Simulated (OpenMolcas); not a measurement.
# OpenMolcas run: Er

Input:

```
&GATEWAY
Coord
1

Er 0.0 0.0 0.0
Basis=ANO-RCC-VDZP
Group=XYZ
NoMove
AngMom=0.0 0.0 0.0
AMFI
&SEWARD
* reference wave functions (RASSCF and RASSI steps not shown): 12 electrons in 7 orbitals (4f)
>>> COPY JOB001 $Project.JobIph
&CASPT2
Multistate=21 1 2 3 4 5 6 7 8 9 10 11 12 13 14 15 16 17 18 19 20 21
Frozen=14 9
IPEA=0.25
Imaginary=0.1
MaxIter=60
WThr=0.0 0.3 0.05
PrWF=0.5
NoMix
>>> COPY JOB002 $Project.JobIph
&CASPT2
Multistate=27 1 2 3 4 5 6 7 8 9 10 11 12 13 14 15 16 17 18 19 20 21 22
23 24 25 26 27
Frozen=14 9
IPEA=0.25
Imaginary=0.1
MaxIter=60
WThr=0.0 0.3 0.05
PrWF=0.5
NoMix
```

Launched by
```bash
OMP_NUM_THREADS=1 MOLCAS_MEM=2252 MOLCAS_PROJECT=a pymolcas a.inp > a.log  # once for each step of the input, in one work folder
```

Output, cut to the results:

```
--- CASPT2 ---
Orbital specifications:
      -----------------------

      Symmetry species                           1   2
                                                ag  au
      Frozen orbitals                           14   9
      Inactive orbitals                          2   3
      Active orbitals                            0   7
      Secondary orbitals                        20  13
      Deleted orbitals                           0   0
      Number of basis functions                 36  32
Type of calculation                        MS-CASPT2
      Fock operator                              state-specific
      IPEA shift                                 0.25
      Real shift                                 0.00
      Imaginary shift                            0.10
      The input orbitals will be transformed to quasi-canonical
Reference energy:      -13074.2144737598
      E2 (Non-variational):      -0.9649514879
      Shift correction:          -0.0009206351
      E2 (Variational):          -0.9658721231
      Total energy:          -13075.1803458829
      Residual norm:              0.0000005669
      Reference weight:           0.83412
      Contributions to the CASPT2 correlation energy
      Active & Virtual Only:         -0.4770568321
      One Inactive Excited:          -0.3043443050
      Two Inactive Excited:          -0.1835503509
Reference energy:      -13074.2144737598
      E2 (Non-variational):      -0.9650372841
      Shift correction:          -0.0009215279
      E2 (Variational):          -0.9659588120
      Total energy:          -13075.1804325718
      Residual norm:              0.0000005719
      Reference weight:           0.83406
      Contributions to the CASPT2 correlation energy
      Active & Virtual Only:         -0.4770848595
      One Inactive Excited:          -0.3043890664
      Two Inactive Excited:          -0.1835633582
::    CASPT2 Root  1     Total energy: -13075.18034588
::    CASPT2 Root  2     Total energy: -13075.18043257
::    CASPT2 Root  3     Total energy: -13075.18005268
::    CASPT2 Root  4     Total energy: -13075.17973540
::    CASPT2 Root  5     Total energy: -13075.18011226
::    CASPT2 Root  6     Total energy: -13075.17985922
::    CASPT2 Root  7     Total energy: -13075.18000592
::    CASPT2 Root  8     Total energy: -13075.18005506
::    CASPT2 Root  9     Total energy: -13075.18018031
::    CASPT2 Root 10     Total energy: -13075.18006116
::    CASPT2 Root 11     Total energy: -13075.17992421
::    CASPT2 Root 12     Total energy: -13075.15330165
::    CASPT2 Root 13     Total energy: -13075.15342837
::    CASPT2 Root 14     Total energy: -13075.15317904
::    CASPT2 Root 15     Total energy: -13075.15343584
::    CASPT2 Root 16     Total energy: -13075.15348598
::    CASPT2 Root 17     Total energy: -13075.15356018
::    CASPT2 Root 18     Total energy: -13075.15348120
::    CASPT2 Root 19     Total energy: -13075.04280308
::    CASPT2 Root 20     Total energy: -13075.04280307
::    CASPT2 Root 21     Total energy: -13075.04280307
::    MS-CASPT2 Root  1     Total energy: -13075.18082332
::    MS-CASPT2 Root  2     Total energy: -13075.18062368
::    MS-CASPT2 Root  3     Total energy: -13075.18048501
::    MS-CASPT2 Root  4     Total energy: -13075.18041302
::    MS-CASPT2 Root  5     Total energy: -13075.18030503
::    MS-CASPT2 Root  6     Total energy: -13075.18008489
::    MS-CASPT2 Root  7     Total energy: -13075.17994058
::    MS-CASPT2 Root  8     Total energy: -13075.17976345
::    MS-CASPT2 Root  9     Total energy: -13075.17961694
--- CASPT2 ---
Orbital specifications:
      -----------------------

      Symmetry species                           1   2
                                                ag  au
      Frozen orbitals                           14   9
      Inactive orbitals                          2   3
      Active orbitals                            0   7
      Secondary orbitals                        20  13
      Deleted orbitals                           0   0
      Number of basis functions                 36  32
Type of calculation                        MS-CASPT2
      Fock operator                              state-specific
      IPEA shift                                 0.25
      Real shift                                 0.00
      Imaginary shift                            0.10
      The input orbitals will be transformed to quasi-canonical
Reference energy:      -13074.1764157215
      E2 (Non-variational):      -0.9662460370
      Shift correction:          -0.0009252605
      E2 (Variational):          -0.9671712975
      Total energy:          -13075.1435870189
      Residual norm:              0.0000003268
      Reference weight:           0.83404
      Contributions to the CASPT2 correlation energy
      Active & Virtual Only:         -0.4784486640
      One Inactive Excited:          -0.3042334257
      Two Inactive Excited:          -0.1835639473
Reference energy:      -13074.1764157215
      E2 (Non-variational):      -0.9662949320
      Shift correction:          -0.0009237740
      E2 (Variational):          -0.9672187060
      Total energy:          -13075.1436344274
      Residual norm:              0.0000002706
      Reference weight:           0.83406
      Contributions to the CASPT2 correlation energy
      Active & Virtual Only:         -0.4784920074
      One Inactive Excited:          -0.3042370396
      Two Inactive Excited:          -0.1835658850
::    CASPT2 Root  1     Total energy: -13075.14358702
::    CASPT2 Root  2     Total energy: -13075.14363443
::    CASPT2 Root  3     Total energy: -13075.14346548
::    CASPT2 Root  4     Total energy: -13075.14297231
::    CASPT2 Root  5     Total energy: -13075.14205198
::    CASPT2 Root  6     Total energy: -13075.14257843
::    CASPT2 Root  7     Total energy: -13075.14191602
::    CASPT2 Root  8     Total energy: -13075.14219630
::    CASPT2 Root  9     Total energy: -13075.14304106
...
```

Levels above the lowest, from the spin-orbit matrix with the single-state CASPT2 energies, averaged by term, on its diagonal:

| Configuration | Term | J | E (cm-1) | Measured (cm-1) | Term weight % | Second |
| --- | --- | --- | --- | --- | --- | --- |
| 4f12 6s2 | 3H | 6 | 0.0 | 0.0 | 99 |  |
| 4f12 6s2 | 3F | 4 | 5370 | 5035 | 62 | 29 1G |
| 4f12 6s2 | 3H | 5 | 7050 | 6958 | 100 |  |
| 4f12 6s2 | 3H | 4 | 11030 | 10751 | 62 | 28 3F |
| 4f12 6s2 | 3F | 3 | 12900 | 12378 | 100 |  |
| 4f12 6s2 | 3F | 2 | 14040 | 13098 | 85 | 14 1D |
| 4f12 6s2 | 1G | 4 | 18760 |  | 61 | 29 3H |
| 4f12 6s2 | 1D | 2 | 28060 |  | 58 | 29 3P |
| 4f12 6s2 | 1I | 6 | 35600 |  | 99 |  |
| 4f12 6s2 | 3P | 1 | 37170 |  | 100 |  |
| 4f12 6s2 | 3P | 2 | 37930 |  | 70 | 28 1D |
| 4f12 6s2 | 3P | 0 | 38310 |  | 100 |  |

Against the 5 measured excited levels shown (NIST Handbook of Basic Atomic Spectroscopic Data) the mean absolute deviation is 430 cm-1; the largest miss in energy is 4f12 6s2 3F2: computed 14040, measured 13098 cm-1 (+7.2 %).

CASPT2 does not keep the components of a term degenerate, so their means are used; among the terms shown or strongly mixed into the levels shown the widest spread is 1500 cm-1 (4f12 6s2 1I). Some high roots are left out of the spin-orbit mixing, which shifts the levels that they would mix with. With the s shell closed, the reference lacks s² → p² mixing. The CASPT2 spread within a term exceeds the gap to the next term for 4f12 6s2 1I and 4f12 6s2 3P, so the order of their levels is uncertain. Measured partners are found by configuration, term and J. A level has none where our copy of the source lacks it or the pairing is in doubt (some pairs that miss far off the trend of their configuration count as doubtful), and it then counts in no deviation. Only configurations of the active space appear. The first state left out of the spin-orbit step lies near 77000 cm-1 above the lowest spin-free state of the reference (among the parities and spins computed), and the list stops at four fifths of that energy or lower.

The CASPT2 steps took 17 s on 1 thread of Arm Neoverse V2, on a shared host; the integral step is not counted.

The term weight is that of the spin-free term in the level, not the purity of its configuration.
